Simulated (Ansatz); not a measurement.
`ClBCl` + `C/C=C\BN` → `C/C=C\BCl` + `NBCl`  (redistribution)

Calculated with Ansatz (gas phase, PBE0-D4/def2-TZVP geometries, no zero-point term in ΔE). CCSD(T)/CBS adds triple-zeta CCSD(T) − MP2 to the extrapolated MP2 energy (def2 sets, frozen cores). This one scheme is used for every species. Double bonds are as drawn, so ΔE can hold a change between cis and trans. DFT in def2-TZVPP. B3LYP here is the variant with VWN-RPA as its local correlation; programs differ in this. One conformer a species, not always the lowest.

Problem. Is it downhill or uphill in electronic energy at CCSD(T)/CBS, and by how much? (An estimate is asked.)

Solution. Computed: Downhill: ΔE = -0.17 eV.

Problem. What do these levels give: PBE0-D4, B2PLYP, PBE, B3LYP, HF/def2-TZVPP, MP2/def2-TZVPP, SCS-MP2/def2-TZVPP, HF/def2-QZVPP, MP2/def2-QZVPP, HF/CBS(def2), MP2/CBS(def2), CCSD/CBS(def2)? (An estimate is asked.)

Solution. Ansatz gave: PBE0-D4 -0.18, B2PLYP -0.18, PBE -0.16, B3LYP -0.18, HF/def2-TZVPP -0.25, MP2/def2-TZVPP -0.17, SCS-MP2/def2-TZVPP -0.17, HF/def2-QZVPP -0.25, MP2/def2-QZVPP -0.17, HF/CBS(def2) -0.25, MP2/CBS(def2) -0.18, CCSD/CBS(def2) -0.18 eV.

Largest T1 diagnostic among the species: 0.012.

In def2-TZVPP, CCSD(T) changes the Hartree–Fock value by +0.09 eV (the triples alone add +0.01 eV) and MP2 by +0.08 eV.
